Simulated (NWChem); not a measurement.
ZrH₄O₂; SMILES [OH][ZrH2][OH]

```xyz
7

Zr     0.0000     0.0000    -0.2864
O      1.6200    -0.0044     0.7121
H      2.3078     0.0469     1.3760
O     -1.6200     0.0044     0.7121
H     -2.3078    -0.0469     1.3760
H     -0.0030    -1.5387    -1.3454
H      0.0030     1.5387    -1.3454
```
Atoms are numbered in this order, from 1.

Results from NWChem. Medium grid unless said otherwise, to which SCAN and Minnesota functionals are sensitive. All runs use the structure optimised with PBE0/def2-SVP. def2 effective core potentials on Zr; no spin-orbit coupling.

Q: Order these by “orbital gap (eV)”, lowest first: r2SCAN/def2-SVP; N12/def2-SVP; B3LYP/def2-SVP; MPW1K/def2-SVP.

A: N12/def2-SVP (4.06), r2SCAN/def2-SVP (4.63), B3LYP/def2-SVP (5.83), MPW1K/def2-SVP (7.93)
